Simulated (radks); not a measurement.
Values are calculated unless marked as measured or tabulated.
Q: These are the eigenvalues of the occupied orbitals of an atom or ion with whole-number occupations (hartree). Code: a radial shooting solver on a logarithmic mesh with Libxc functionals. Model: scalar-relativistic Kohn-Sham, PBE, spin-unpolarised, spherical densities, finite nucleus; Fermi nuclear charge, rms radius of each element as measured or else 0.836 A^(1/3) + 0.57 fm.

1s: -975.5472
2s: -145.4270
2p: -130.5749
3s: -27.66218
3p: -22.78718
3d: -15.15465
4s: -4.46381
4p: -3.00657
4d: -0.89077
5s: -0.37224
5p: -0.13519

Which element is it, and in what charge state? The configuration may be excited.

A: Z = 48, cadmium, charge 0: Cd in [Ar] 3d10 4s2 4p4 4d10 5s2 5p2. The list shows which subshells hold electrons but not how many an open one holds; the 1s level, -975.55 hartree, gives Z - s = 44.2 by -(Z - s)^2/2, which with screening and relativity narrows Z to a few neighbours, and the depths of the outer levels then fix element, charge and occupations together.
